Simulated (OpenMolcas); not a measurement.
# O+: from RASSCF to RASPT2

```yaml
Program: OpenMolcas
Basis: ANO-RCC-VTZP [4s3p2d1f]
Scalar_Hamiltonian: DKH2, point nucleus
Active_space: 5 electrons in 9 orbitals (RAS2 2s 2p; RAS3 3d, at most 2 electrons)
State_averaging: 2S+1 = 4 odd, 1 root; 2S+1 = 2 odd, 8 roots; 2S+1 = 4 even, 3 roots; 2S+1 = 2 even, 9 roots
Spin-orbit_coupling: state interaction with AMFI integrals over the reference wave functions, term energies averaged over their components
```

Methods on the same reference wave functions:
A. RASSCF
B. SS-RASPT2, IPEA 0.25 Eh, imaginary shift 0.1 Eh (closed shells correlated: 1s)
C. XMS-RASPT2, IPEA 0.25 Eh, imaginary shift 0.1 Eh (closed shells correlated: 1s)

Energies in cm⁻¹ above 2s² 2p³ ⁴S°_3/2, the measured ground level; measured values from NIST Handbook of Basic Atomic Spectroscopic Data.

| Level | A | B | C | Measured |
| --- | --- | --- | --- | --- |
| 2s² 2p³ ⁴S°_3/2 | 0.0 | 0.0 | 0.0 | 0.0 |
| 2s² 2p³ ²D°_3/2 | 29762 | 27600 | 27570 | 26831 |
| 2s² 2p³ ²D°_5/2 | 29765 | 27600 | 27570 | 26811 |
| 2s² 2p³ ²P°_3/2 | 44395 | 41610 | 41600 | 40468 |
| 2s² 2p³ ²P°_1/2 | 44399 | 41620 | 41610 | 40470 |
| 2s 2p⁴ ⁴P_5/2 | 122572 | 120490 | 119870 | 119837 |
| 2s 2p⁴ ⁴P_3/2 | 122720 | 120640 | 120020 | 120000 |
| 2s 2p⁴ ⁴P_1/2 | 122808 | 120730 | 120110 | 120083 |
| 2s 2p⁴ ²D_3/2 | 172721 | 167770 | 167280 | 165996 |
| 2s 2p⁴ ²D_5/2 | 172723 | 167770 | 167290 | 165988 |
| 2s 2p⁴ ²S_1/2 | 207140 | 199440 | 199430 | 195710 |
| 2s 2p⁴ ²P_3/2 | 223356 | 216610 | 216070 | 212594 |
| 2s 2p⁴ ²P_1/2 | 223530 | 216790 | 216240 | 212762 |

Deviations, from unrounded energies. A percentage is the sum of absolute deviations over the sum of measured energies, with the sign that they share, or ± where signs differ.

```json
{"Against measurement": "mean absolute deviation (cm-1)", "Levels": "12", "A": "5700", "B": "1800", "C": "1400"}
{"Against measurement": "other terms of the ground configuration (%)", "Levels": "4", "A": "+10.2", "B": "+2.9", "C": "+2.8"}
{"Against measurement": "other configurations (%)", "Levels": "8", "A": "+4.2", "B": "+1.3", "C": "+1.0"}
```

C lies closest to measurement on these levels and A furthest from it. The largest miss of C in the table is 2s 2p⁴ ²S_1/2, by +3700 cm-1. The ranking rests on the paired levels alone, and a cruder setting can come out closer through cancelling errors.

Between B and C the level of the table that moves most is 2s 2p⁴ ⁴P_3/2, by 620 cm-1 (lowest in C, highest in B). Moves below CASPT2's spread within the term are not significant.

The mean deviations of B to C differ by less than CASPT2's widest spread within a term (380 cm-1), so their order carries little weight.

From A to B the spin-free energies of the other terms of 2s² 2p³ shown, above ⁴S°, scale by factors of 0.93 to 0.94.

The lowest spin-free term lies below A's lowest term by 0.049 hartree in B, 0.049 hartree in C.

CASPT2 breaks the degeneracy within a term, and the mean is taken; among the terms shown or strongly mixed into the levels shown the widest spread is 380 cm-1 (2s 2p⁴ ²D, C). Active for correlation alone: 3d; no level in the range computed is led by a configuration that fills it, so any true level of that kind is missing. Without dynamic correlation excited terms often stand tens of per cent too high (terms of higher spin than the ground term too low), and those without a measured partner can miss by more than the paired ones (holds for A). Computed and measured levels are paired by configuration, term and J; levels that our copy of the source lacks, or whose pairing is in doubt (as where it misses far off the trend of its configuration), stay unpaired and out of the deviations. Levels of configurations outside the active space are missing.

° marks odd parity.
